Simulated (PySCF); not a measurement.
# ORD: `N[C@@H]1C=CC[C@H](S)C1`, C6H11NS

Molfile (atoms numbered from 1):
```
C6H11NS
     RDKit          3D

 19 19  0  0  0  0  0  0  0  0999 V2000
   -2.4527    0.4853   -0.8647 N   0  0  0  0  0  0  0  0  0  0  0  0
   -1.3470    0.0024   -0.0532 C   0  0  2  0  0  0  0  0  0  0  0  0
   -0.7467    1.1629    0.6896 C   0  0  0  0  0  0  0  0  0  0  0  0
    0.5489    1.3116    0.9057 C   0  0  0  0  0  0  0  0  0  0  0  0
    1.5904    0.3381    0.4405 C   0  0  0  0  0  0  0  0  0  0  0  0
    0.9490   -0.9820    0.0365 C   0  0  2  0  0  0  0  0  0  0  0  0
    2.1688   -2.0948   -0.7641 S   0  0  0  0  0  0  0  0  0  0  0  0
   -0.2580   -0.7400   -0.8531 C   0  0  0  0  0  0  0  0  0  0  0  0
   -2.1192    1.1575   -1.5481 H   0  0  0  0  0  0  0  0  0  0  0  0
   -2.8905   -0.2805   -1.3647 H   0  0  0  0  0  0  0  0  0  0  0  0
   -1.7827   -0.6915    0.6809 H   0  0  0  0  0  0  0  0  0  0  0  0
   -1.4611    1.8926    1.0397 H   0  0  0  0  0  0  0  0  0  0  0  0
    0.9213    2.1758    1.4379 H   0  0  0  0  0  0  0  0  0  0  0  0
    2.1248    0.7696   -0.4145 H   0  0  0  0  0  0  0  0  0  0  0  0
    2.3288    0.1720    1.2286 H   0  0  0  0  0  0  0  0  0  0  0  0
    0.6425   -1.5358    0.9277 H   0  0  0  0  0  0  0  0  0  0  0  0
    2.3845   -1.3198   -1.8261 H   0  0  0  0  0  0  0  0  0  0  0  0
    0.0384   -0.1262   -1.7101 H   0  0  0  0  0  0  0  0  0  0  0  0
   -0.6495   -1.6878   -1.2304 H   0  0  0  0  0  0  0  0  0  0  0  0
  1  2  1  0
  2  3  1  0
  3  4  2  0
  4  5  1  0
  5  6  1  0
  6  7  1  0
  6  8  1  0
  8  2  1  0
  1  9  1  0
  1 10  1  0
  2 11  1  1
  3 12  1  0
  4 13  1  0
  5 14  1  0
  5 15  1  0
  6 16  1  1
  7 17  1  0
  8 18  1  0
  8 19  1  0
M  END
```

Computed with TDDFT BHandHLYP/def2-SVPD circular dichroism and optical rotation, one conformer, gas phase (PySCF 2.14.0). Geometry: GFN2-xTB.

The molecule is flexible and this is one conformer; a measurement averages over conformers.

Stereocentres: C2 S, C6 S.

(1) Give the optical rotatory dispersion at 633, 589.3, 546, 436, 405, 365, 355 nm.

(2) And for the mirror image at 589.3 nm?

(3) What is the molar rotation [Φ] = [α]·M/100 of the geometry above at 589.3 nm?

## Answers

(1) [α] in deg dm⁻¹ (g/mL)⁻¹:
```tsv
λ (nm)	origin-invariant length gauge	modified velocity gauge	length gauge (centre of mass)	isotropic polarisability (au)
633	+71.3	+67.7	+70.8	98.6
589.3	+84.0	+79.5	+83.4	99.0
546	+100.4	+94.6	+99.7	99.5
436	+175.2	+162.6	+174.1	101.5
405	+213.5	+196.6	+212.1	102.4
365	+286.9	+260.9	+285.3	104.1
355	+311.9	+282.4	+310.1	104.6
```

(2) -84.0 deg dm⁻¹ (g/mL)⁻¹ (origin-invariant length gauge): the same size and the opposite sign.

(3) With M = 129.22 g/mol, +108.6 deg cm² dmol⁻¹ (origin-invariant length gauge).

The first excitation lies at 5.65 eV (220 nm) with R = -1.3 × 10⁻⁴⁰ esu² cm² (velocity form).
